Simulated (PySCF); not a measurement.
# Static response to an electric field

Species: In(CO)H3, CH3InO.
Cartesian coordinates in Å at the PBE0-D3(BJ)/def2-SVP level; atoms count from 1:
```
atom  x, y, z in Å
In1   -0.014   -0.002   -1.000
C2     0.014    0.015    1.573
O3     0.042    0.001    2.697
H4     1.718    0.001   -1.098
H5    -0.886    1.492   -1.111
H6    -0.874   -1.507   -1.062
```

Level: CAM-B3LYP/def2-SVPD (PySCF), static field, nuclei fixed, core orbitals frozen in the response. The polarisability tensor in these axes (au):

```
x   55.24  0.00  0.17
y    0.00 55.22 -0.12
z    0.17 -0.12 60.72
```

Problem. Diagonalise the tensor; give its mean and Δα, where Δα² is half the sum of the squared differences of the eigenvalues.

Solution. Principal values 55.21, 55.23 and 60.73 au; mean 57.06 au = 8.46 Å³ = 9.41 × 10⁻⁴⁰ C²·m²/J; Δα = 5.51 au (10 % of the mean).

Problem. What is the dipole moment, and where does it point?

Solution. (0.01, 0.02, 1.65) D, 1.65 D in size, pointing from the negative to the positive side. Measured along this direction, the outermost atoms are H5, H6, H4 and In1 at the negative end and O3 at the positive end.

Problem. Rayleigh depolarisation ratio (linearly polarised light, static tensor)?

Solution. ρ = 3Δα²/(45ᾱ² + 4Δα²) = 91.0/(146503 + 121.3) = 0.000621.

Problem. Find the Langevin capture rate constant for H3+ (3.023 u) meeting this molecule (145.922 u), k = 2.342 × 10⁻⁹ cm³/s × √(α in Å³ / reduced mass in u).

Solution. The reduced mass is 2.96 u, so k = 3.96 × 10⁻⁹ cm³/s. The formula leaves out the permanent dipole, which adds to the capture rate.

Problem. Orientational against electronic polarisability at 500 K (dilute gas, rigid molecules)?

Solution. In Gaussian units μ²/3kT = 13.14 Å³ against 8.46 Å³, a ratio of 1.55; the Debye molar polarisation (4π/3)N_A(α + μ²/3kT) is 54.5 cm³/mol, leaving out the vibrational part.

Problem. What would n − 1 = 2πNα be for an ideal gas of these molecules at 298.15 K and 1 atm, electronic part alone?

Solution. N = p/kT = 2.4615 × 10¹⁹ cm⁻³, so n − 1 = 2π × N × 8.46 × 10⁻²⁴ cm³ = 1308 × 10⁻⁶ at long wavelengths, for an ideal gas.

Geometry: PBE0-D3(BJ)/def2-SVP; no solvent, vibrations or thermal averaging. Atoms past krypton carry effective core potentials; spin–orbit coupling is left out.
